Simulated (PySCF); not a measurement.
Run record: geometry optimisation, `C=C(F)[SiH2]CCl`.

Method: PBE0-D3(BJ)/def2-SVP geometry optimisation, gas phase (PySCF 2.14.0). Start geometry: GFN2-xTB. The input is one job of a driver script: a line of settings, then coordinates in Å.

Command:
```bash
OMP_NUM_THREADS=1 python probes_run.py task.json out
```

Input:
```
{"job": {"xc": "PBE0", "basis": "def2-SVP", "d3": "d3bj", "grid": 1, "shake": 0.01, "kind": "geom"}, "charge": 0, "multiplicity": 1}
C      2.287180     0.529340     0.129030
C      1.008100     0.692270    -0.273430
F      0.540840     1.954290    -0.530440
Si    -0.270490    -0.635270    -0.571790
C     -1.794970    -0.192560     0.532920
Cl    -3.058440    -1.429630     0.337600
H      2.666270    -0.425830     0.328680
H      2.943450     1.401210     0.247730
H     -0.733100    -0.590830    -1.947230
H      0.247910    -1.930990    -0.156440
H     -2.257410     0.761950     0.284390
H     -1.539660    -0.162230     1.609950
```

Question: Give the output.

Answer: 
```
step   0  E = -966.52630936  max force = 0.039662
step   1  E = -966.53043107  max force = 0.007409
step   2  E = -966.53075326  max force = 0.002126
step   3  E = -966.53083421  max force = 0.001811
step   4  E = -966.53088727  max force = 0.002757
step   5  E = -966.53092554  max force = 0.000554
step   6  E = -966.53094181  max force = 0.000428
step   7  E = -966.53096180  max force = 0.001073
step   8  E = -966.53097031  max force = 0.000704
step   9  E = -966.53097460  max force = 0.000312
optimisation converged
```

Energies in Eh; «max force» is the largest Cartesian gradient component in Eh/bohr.

Question: How much energy does the optimisation release, in kJ/mol?

Answer: E(step 0) − E(last step) = 0.004665 Eh, which is 12.2 kJ/mol.

Question: Give the first gradient maximum in eV/Å.

Answer: With 1 Eh/bohr = 51.422 eV/Å, 2.040 eV/Å.

Summary of the converged run: final energy -966.53097 Eh after 9 steps; dipole 1.70 D.

Question: Where do the atoms end?

Answer: 0.045 Å rms from the input after alignment:
```
atom  x, y, z in Å
C1     2.2632    0.5286   -0.0888
C2     0.9739    0.7243   -0.3619
F3     0.5124    1.9807   -0.5367
Si4   -0.3682   -0.5919   -0.5313
C5    -1.7245   -0.2170    0.7299
Cl6   -3.0517   -1.4058    0.5600
H7     2.6409   -0.4844    0.0586
H8     2.9614    1.3669   -0.0098
H9    -0.9572   -0.5423   -1.8990
H10    0.2425   -1.9244   -0.2642
H11   -2.1393    0.7897    0.5748
H12   -1.3441   -0.2728    1.7603
```

On an Arm Neoverse V1 with one thread, no GPU (shared host), this took 61 s of wall time and 0.51 GiB of memory at its peak.
Labels such as C1 count atoms from 1, the log's own numbers from 0.
